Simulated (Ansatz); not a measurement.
These are frozen-core CCSD(T)/cc-pVTZ // PBE-D3(BJ)/def2-TZVP in Ansatz (a program for electronic structure) values and carry that method's errors.

Ansatz 0.2 input:
```yaml
crystal:
  periodic: [false, false, false]
  atoms:
    - { symbol: Si, position_ang: [-1.131013, 0.012897, 0.127692] }
    - { symbol: Al, position_ang: [1.290154, -0.01243, -0.166843] }
    - { symbol: Cl, position_ang: [2.364997, -1.82146, -0.259341] }
    - { symbol: Cl, position_ang: [2.400839, 1.771081, -0.314052] }
    - { symbol: H, position_ang: [-1.44975, -0.033375, 1.590773] }
    - { symbol: H, position_ang: [-1.753869, -1.177804, -0.530185] }
    - { symbol: H, position_ang: [-1.721358, 1.261092, -0.448043] }
basis:
  gaussian: { orbitals: cc-pVTZ }
correlation:
  method: ccsd_t
```

Output:

```
Functional definition: HF
1046 factors; integrals over basis functions are off by at most 9.9e-4 eV
mean field evaluation 1: about -39503.9393 eV, gradient 1.9e1 eV
mean field evaluation 2: about -39504.1133 eV, gradient 2.0e1 eV
mean field evaluation 4: about -39505.7863 eV, gradient 2.3e0 eV
mean field evaluation 8: about -39505.8289 eV, gradient 1.0e-1 eV
mean field evaluation 16: about -39505.2977 eV, gradient 8.3e0 eV
mean field -39505.82895747 eV, -1451.8124361743 hartree, gradient 5.9e-6 eV, S^2 0.000000; 0 other end points of the search recorded, 0 dependent functions left out
20 core orbitals not correlated
reference -39505.82895747 eV, -1451.8124361743 hartree; 12, 12 occupied and 146, 146 virtual orbitals, 1046 factors
second order -15.46944558 eV of doubles, -0.00000000 eV of singles
cycle   1  -16.63104266 eV  change    -1.2e0 eV  update   8.4e-2
cycle   2  -17.05311048 eV  change   -4.2e-1 eV  update   2.6e-2
cycle   3  -17.10573217 eV  change   -5.3e-2 eV  update   1.1e-2
cycle   4  -17.09731673 eV  change    8.4e-3 eV  update   3.3e-3
cycle   5  -17.09609304 eV  change    1.2e-3 eV  update   1.0e-3
cycle   6  -17.09604350 eV  change    5.0e-5 eV  update   3.3e-4
cycle   7  -17.09602124 eV  change    2.2e-5 eV  update   9.4e-5
cycle   8  -17.09605039 eV  change   -2.9e-5 eV  update   3.0e-5
cycle   9  -17.09605666 eV  change   -6.3e-6 eV  update   1.0e-5
perturbative correction -0.67442056 eV, -0.0247844983 hartree
Total energy: -39523.59943469 eV, -1452.4654891668 hartree
```

Cost: about 60 core-seconds (a rough figure).
